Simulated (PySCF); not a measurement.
Sn(OH)(NH2)3 (H7N3OSn), SMILES [OH][Sn]([NH2])([NH2])[NH2].

Geometry optimised at PBE0-D3(BJ)/def2-SVP. The structure was generated by enumeration; whether it is a known compound was not checked. The def2 effective core potentials stand for the cores of Sn; spin–orbit coupling is left out. One conformer was computed; it need not be the lowest.

Two levels are set side by side: TDA-PBE/def2-SVPD (PySCF) and TDA-ωB97X/def2-SVPD (PySCF). Vertical, same geometry. The lowest singlet is HOMO−1→LUMO 59 %, HOMO→LUMO 39 % with PBE and HOMO→LUMO 69 %, HOMO−1→LUMO 11 % with the other functional; states are paired by order. Differences are taken from unrounded values.

| quantity | TDA-ωB97X |
|---|---|
| lowest singlet excitation (eV) | 6.17 |
| lowest triplet excitation (TDA) (eV) | 5.56 |
| first bright state (f over 0.05) (eV) | 6.17 |
| its oscillator strength | 0.09 |

Q: What does TDA-PBE give, and how far is it from TDA-ωB97X? (An estimate is asked for; the answer gives what the named calculation found.)

A: 
```json
[
 {"quantity": "lowest singlet excitation (eV)", "TDA-PBE": "4.57", "TDA-PBE minus TDA-ωB97X": "-1.59"},
 {"quantity": "lowest triplet excitation (TDA) (eV)", "TDA-PBE": "4.17", "TDA-PBE minus TDA-ωB97X": "-1.39"},
 {"quantity": "first bright state (f over 0.05) (eV)", "TDA-PBE": "4.86", "TDA-PBE minus TDA-ωB97X": "-1.31"},
 {"quantity": "its oscillator strength", "TDA-PBE": "0.06", "TDA-PBE minus TDA-ωB97X": "-0.03"}
]
```

A lower first singlet is the usual sign of a functional without exact exchange. Differences between two approximate levels are no errors against the true value.

Rough cost on one machine, each run with all the roots and properties that it gave: TDA-ωB97X against TDA-PBE about 3 times.
